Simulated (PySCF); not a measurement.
Polarisability and C₆ of Nb (niobium, neutral)

[Kr] 4d4 5s1, high-spin 6D determinant. Computed with PySCF 2.14 in aug-cc-pwCVTZ-DK (11s10p8d4f3g, 136 functions), with the spin-free X2C one-electron Hamiltonian (Gaussian nucleus). Coupled (time-dependent) response in atomic units; α is the mean over directions.

```tsv
method	mean α (bohr³)	α xx, yy, zz	C₆ (like pair)	S(−4)
UHF	131.6	131.0, 131.0, 132.8	1599	11420
```

S(−4) is the Cauchy moment in α(ω) = α(0) + S(−4) ω² + …

Reference α: 98 ± 8 bohr³ (recommended; Schwerdtfeger and Nagle, table of static dipole polarizabilities (2023 update)). Published C₆: 1140 (Gould and Bucko (2016)).

Spin-orbit coupling is absent.

Hartree-Fock lies above the reference because it lacks correlation, which contracts the outer shell.

α(iu) at UHF:

| u (hartree) | α(iu) (bohr³) |
| --- | --- |
| 0 | 131.6 |
| 0.0500 | 108.8 |
| 0.100 | 74.03 |
| 0.200 | 37.43 |
| 0.300 | 23.66 |
| 0.500 | 13.14 |
| 0.750 | 8.107 |
| 1.00 | 5.667 |
| 1.50 | 3.300 |
| 2.00 | 2.173 |
| 3.00 | 1.147 |
| 5.00 | 0.4855 |

A single London oscillator, α(iu) = α/(1 + u²/ω²), gives C₆ = (3/4) ω α². Matching the computed C₆ needs ω = 4 × 1599 / (3 × 131.6²) = 0.123 hartree.

The components differ because the open shell of this determinant is not spherical; for a pure term their mean is the scalar polarisability.
